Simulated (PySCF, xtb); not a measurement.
Nb(O)(OH)2(Me) (CH5NbO3), SMILES [CH3][Nb](=[O])([OH])[OH], multiplicity 1. The values are those of a single conformer.

Harmonic wavenumbers (cm⁻¹) from GFN2-xTB in xtb at its own minimum, in rising order: 84, 142, 145, 163, 199, 199, 394, 405, 422, 525, 540, 564, 608, 719, 721, 804, 1234, 1429, 1444, 2943, 2966, 2967, 3586, 3596.

What does B3LYP-D3(BJ)/def2-SVP in PySCF 2.14.0 give at its own minimum? (The exact figures need the calculation; the answer reports its results.)

134, 162, 168, 186, 208, 219, 369, 390, 486, 496, 548, 565, 616, 724, 754, 1020, 1183, 1404, 1408, 3008, 3107, 3108, 3879, 3883. Paired by order, the mean absolute difference is 66 cm⁻¹ and the zero-point energies are 38.3 and 40.1 kcal/mol.
